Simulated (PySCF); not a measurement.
Br₃Sb, SMILES [Br][Sb+]([Br])[Br], charge +1, multiplicity 2.

The structure is a stationary point at PBE-D3(BJ)/def2-SVP. The def2 effective core potentials stand for the cores of Sb; spin–orbit coupling is left out.

These are PBE-D3(BJ)/def2-SVP run with PySCF 2.14.0 values and carry that method's errors.

Frequencies are harmonic and unscaled.

Modes within 1.5 cm⁻¹ of each other (mostly degenerate sets) share a row, with their intensities summed.

Computed vibrational spectrum:
```
mode  ν (cm⁻¹)  IR (km/mol)  moving atoms (share of kinetic energy)
----  --------  -----------  --------------------------------------
1–2         67          1.1                        Br 88 %, Sb 12 %
3           79          0.9                        Br 55 %, Sb 45 %
4          221          1.6                        Br 79 %, Sb 21 %
5–6        252         24.3                        Br 52 %, Sb 48 %
```
